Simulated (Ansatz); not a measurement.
A displaced shape of singlet H2:

| atom | x (Å) | y (Å) | z (Å) |
| --- | --- | --- | --- |
| H | 0.0106 | 0.0431 | -0.3573 |
| H | -0.0281 | -0.0007 | 0.3391 |

It was optimised with HF/def2-SVP in Ansatz (development build ahead of 0.2.0) to forces under 0.001 eV/Å, with restricted orbitals. Each step stands on the lowest determinant of that kind that the program's search found.

Task: What shape does it relax to, and how does the optimisation go?

Result:

```xyz
2

H     0.0120    0.0446   -0.3813
H    -0.0294   -0.0022    0.3630
```

Bond lengths: .

```csv
step,E − E(start) (eV),largest force (eV/Å)
1,0.0000,2.1798
2,-0.0499,0.0730
3,-0.0500,0.0019
4,-0.0500,0.0000
```

The optimisation ended after 4 steps with its threshold met.
